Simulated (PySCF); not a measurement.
Task: Give a PBE0-D3(BJ)/def2-SVP geometry of InChI=1S/C5H6F2/c1-3-4(6)5(3,2)7/h1-2H3/t5-/m0/s1.

Result: 
```
atom  x, y, z in Å
C1    -2.0181   -0.1245   -0.0261
C2    -0.6695    0.4549   -0.1378
C3     0.2207    1.2960   -0.5813
F4     0.4879    2.3220   -1.3510
C5     0.7494    0.3300    0.3564
C6     1.6638   -0.8283    0.0612
F7     0.9915    0.7595    1.6538
H8    -2.3546   -0.0990    1.0218
H9    -2.7442    0.4248   -0.6409
H10   -2.0160   -1.1795   -0.3428
H11    1.4544   -1.6615    0.7493
H12    1.5333   -1.1793   -0.9714
H13    2.7137   -0.5330    0.2052
```

Orientation and origin are arbitrary. Atoms count from 1 in this order. The 2 C–F bonds span 1.310 Å (C3–F4, drawn single) to 1.388 Å (C5–F7, drawn single), a spread of 0.078 Å. The 3-membered ring C2–C3–C5 has internal angles of 52.3° to 66.3°. The 5 C–C bonds span 1.302 Å (C2=C3, drawn double) to 1.508 Å (C2–C5, drawn single), a spread of 0.206 Å.

Bonds between heavy atoms (Å): C1–C2 1.472, C2=C3 1.302, C3–F4 1.310, C3–C5 1.446, C5–C6 1.505, C5–F7 1.388, C2–C5 1.508.

The calculation used PySCF 2.14.0, PBE0-D3(BJ)/def2-SVP geometry optimisation, gas phase.

Point group: C1 (no symmetry element, even within 0.4 Å). Stationary, but not proved a minimum.
